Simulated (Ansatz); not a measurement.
Reaction (formal loss of a carbene): `CC[Si]S` → `[CH2]` (triplet) + `C[Si]S`

Isolated molecules relaxed with PBE0-D4/def2-TZVP in Ansatz; ΔE leaves out vibrations. CBS: MP2 limit from def2 TZ/QZ plus the TZ coupled-cluster correction, frozen cores. This one scheme is used for every species. Functionals use def2-TZVPP. Triplets are unrestricted, without spin–orbit coupling. Each species was taken in one conformer, which may not be the lowest.

(1) Is it downhill or uphill in electronic energy at CCSD(T)/CBS, and by how much? (Best estimate.)

(2) What do these levels give: r2SCAN-D4, PBE0-D4, BHLYP-D4, PBE, r2SCAN, r2SCAN0, LC-ωPBE, RPA@PBE/def2-TZVPP, SCS-MP2/def2-TZVPP, HF/def2-QZVPP, SCS-MP2/def2-QZVPP, CCSD/CBS(def2)? (Best estimate.)

(3) What do rigid-rotor, harmonic-oscillator terms from PBE0-D4/def2-TZVP frequencies (298.15 K, 1 bar) make of the CCSD(T)/CBS value? (An estimate is asked.)

Largest T1 diagnostic among the species: 0.014.

Answers

(1) Ansatz gave: Uphill: ΔE = +4.32 eV.

(2) Ansatz gave: r2SCAN-D4 4.06, PBE0-D4 4.29, BHLYP-D4 4.12, PBE 4.32, r2SCAN 4.04, r2SCAN0 4.01, LC-ωPBE 4.19, RPA@PBE/def2-TZVPP 4.16, SCS-MP2/def2-TZVPP 4.35, HF/def2-QZVPP 2.79, SCS-MP2/def2-QZVPP 4.43, CCSD/CBS(def2) 4.21 eV.

(3) Ansatz gave: ΔZPE = -0.31 eV, ΔH = +4.08 eV, ΔS = 165 J/(mol·K), ΔG = +3.58 eV. Open shells count their whole term as degenerate.

From BLYP to BHLYP (50 % exact exchange), in def2-TZVPP and without D4, ΔE moves by −0.06 eV. In def2-TZVPP, CCSD(T) changes the Hartree–Fock value by +1.42 eV (the triples alone add +0.12 eV) and MP2 by +1.55 eV. The D4 term adds +0.11 eV with B3LYP and +0.06 eV with PBE0; it sums over pairs of atoms, weighted by their polarisabilities, and B3LYP, whose exchange is more repulsive, gets the larger term.

B3LYP here is the variant with VWN-RPA as its local correlation; programs differ in this.
